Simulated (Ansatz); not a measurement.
Basis-set extrapolation for `CCSC(C)(C)C` (PBE0-D4/def2-TZVP geometry, frozen core, Ansatz 0.2.0). Multiplicity 1, RHF reference.

|  | def2-TZVPP | def2-QZVPP |
| --- | --- | --- |
| HF | -632.991160 | -633.013621 |
| MP2 correlation | -1.246835 | -1.328580 |
| CCSD(T) correlation | -1.380889 | not run |

Energies in hartree. Use E(X) = E(∞) + A·exp(−7.88·√X) for Hartree–Fock and E(X) = E(∞) + B·X^(−2.97) for correlation, with X = 3 and 4, and add CCSD(T) minus MP2 of the smaller set to the MP2 limit.

Question: What is the CCSD(T) energy at the basis-set limit?

Answer: HF limit: -633.013621 + (-0.022461) × 0.13774 = -633.01671. MP2 limit: -1.328580 + (-0.081745) × 0.74074 = -1.38913. Higher-order term: -1.380889 − (-1.246835) = -0.13405. Total: -634.53989 hartree, 4.57 eV below CCSD(T)/def2-TZVPP.
